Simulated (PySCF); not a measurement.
## Steps of a relaxation of HgCl2

HgCl2 (singlet). PySCF 2.14.0, RKS PBE0, Hg def2-SVP with ECP60, Cl def2-SVP; non-relativistic Hamiltonian with scalar-relativistic core potentials where named; density fitting; no spin-orbit coupling. Origin of the start: template. Columns: position (Å) and force (eV/Å). Energies are counted from the last step; some of the 8 steps are shown. Forces carry noise of the integration grid, about 0.01 to 0.03 eV/Å.

Run from Python with OMP_NUM_THREADS=2. Where DIIS fails, smearing, a level shift and second-order steps follow.
It took 8.6 s on 2 threads of Arm Neoverse V1, on a shared host, from the converged density of the start.

```xyz
3
step 0  E = 0.827 eV
Hg    0.0000    0.0000   -0.2364     0.00    0.00    0.38
Cl    2.0543    0.0000    0.6828     1.48    0.00   -0.19
Cl   -2.0543    0.0000    0.6828    -1.48    0.00   -0.19
```

```xyz
3
step 2  E = 0.207 eV
Hg    0.0000    0.0000    0.1152     0.00    0.00    0.87
Cl    2.3318    0.0000    0.5070    -0.89    0.00   -0.44
Cl   -2.3318    0.0000    0.5070     0.89    0.00   -0.44
```

```xyz
3
step 5  E = 0.000 eV
Hg    0.0000    0.0000    0.3734     0.00    0.00    0.01
Cl    2.2849    0.0000    0.3779    -0.04    0.00    0.00
Cl   -2.2849    0.0000    0.3779     0.04    0.00    0.00
```

Problem. Where does the relaxation end?

Solution. It converges at step 7 in D∞h:
```xyz
3
step 7  E = 0
Hg    0.0000    0.0000    0.3764
Cl    2.2824    0.0000    0.3764
Cl   -2.2824    0.0000    0.3764
```

Problem. How did the contacts change?

Solution. 
```
     contact  start (Å)  end (Å)
Hg1–Cl2 (Cl)      2.251    2.282
Hg1–Cl3 (Cl)      2.251    2.282
```
